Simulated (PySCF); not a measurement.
SiH3Cl, SMILES [SiH3]Cl. Atoms are numbered in the order given.

```xyz
5

Si     0.0000     0.0000    -0.9919
Cl     0.0000     0.0000     1.0744
H      1.2122     0.6999    -1.4596
H     -1.2122     0.6999    -1.4596
H      0.0000    -1.3997    -1.4596
```
Charge 0, spin multiplicity 1.

Geometry optimised at B3LYP-D3(BJ)/def2-TZVP. The isomer is the one that the SMILES or the coordinates give; other isomers of the formula were not compared.

Calculation: TDDFT-ωB97X/def2-TZVPD run with PySCF.

Vertical excitations; the highest root listed may be one member of a degenerate set.  State labels are in the subgroup Cs.

```json
[
 {"state": "S1", "symmetry": "A\"", "energy (eV)": "7.67", "λ (nm)": "162", "f": "0.013", "main pairs": "HOMO→LUMO (degenerate set)"},
 {"state": "S2", "symmetry": "A'", "energy (eV)": "7.67", "λ (nm)": "162", "f": "0.013", "main pairs": "HOMO−1→LUMO (degenerate set)"},
 {"state": "S3", "symmetry": "A'", "energy (eV)": "8.80", "λ (nm)": "141", "f": "0.016", "main pairs": "HOMO−1→LUMO+1 (degenerate set)"},
 {"state": "S4", "symmetry": "A\"", "energy (eV)": "8.80", "λ (nm)": "141", "f": "0.016", "main pairs": "HOMO→LUMO+1 (degenerate set)"},
 {"state": "S5", "symmetry": "A\"", "energy (eV)": "8.82", "λ (nm)": "141", "f": "0.000", "main pairs": "HOMO→LUMO+5 28 %, HOMO−1→LUMO+6 28 %, HOMO−1→LUMO+3 16 %, HOMO→LUMO+4 16 %"},
 {"state": "S6", "symmetry": "A\"", "energy (eV)": "9.13", "λ (nm)": "136", "f": "0.005", "main pairs": "HOMO−1→LUMO+6, HOMO→LUMO+5, HOMO−2→LUMO, HOMO−1→LUMO+3 (degenerate set)"},
 {"state": "S7", "symmetry": "A'", "energy (eV)": "9.13", "λ (nm)": "136", "f": "0.005", "main pairs": "HOMO−1→LUMO+5, HOMO→LUMO+6, HOMO−3→LUMO, HOMO→LUMO+3 (degenerate set)"},
 {"state": "S8", "symmetry": "A'", "energy (eV)": "9.36", "λ (nm)": "132", "f": "0.022", "main pairs": "HOMO−1→LUMO+5 32 %, HOMO→LUMO+6 32 %, HOMO−1→LUMO+4 12 %, HOMO→LUMO+3 12 %"},
 {"state": "S9", "symmetry": "A\"", "energy (eV)": "9.44", "λ (nm)": "131", "f": "0.070", "main pairs": "HOMO−2→LUMO, HOMO→LUMO+2, HOMO→LUMO+5, HOMO−1→LUMO+6 (degenerate set)"},
 {"state": "S10", "symmetry": "A'", "energy (eV)": "9.44", "λ (nm)": "131", "f": "0.070", "main pairs": "HOMO−3→LUMO, HOMO−1→LUMO+2, HOMO→LUMO+6, HOMO−1→LUMO+5 (degenerate set)"},
 {"state": "T1", "symmetry": "A\"", "energy (eV)": "7.31", "λ (nm)": "170", "f": "0", "main pairs": "HOMO→LUMO (degenerate set)"},
 {"state": "T2", "symmetry": "A'", "energy (eV)": "7.31", "λ (nm)": "170", "f": "0", "main pairs": "HOMO−1→LUMO (degenerate set)"},
 {"state": "T3", "symmetry": "A\"", "energy (eV)": "8.48", "λ (nm)": "146", "f": "0", "main pairs": "HOMO→LUMO+1, HOMO→LUMO+2, HOMO→LUMO+5, HOMO−1→LUMO+6 (degenerate set)"},
 {"state": "T4", "symmetry": "A'", "energy (eV)": "8.48", "λ (nm)": "146", "f": "0", "main pairs": "HOMO−1→LUMO+1, HOMO−1→LUMO+2, HOMO−1→LUMO+5, HOMO→LUMO+6 (degenerate set)"}
]
```
Triplets are in the Tamm–Dancoff approximation, which puts them higher than full response would, so one can lie above its singlet here.
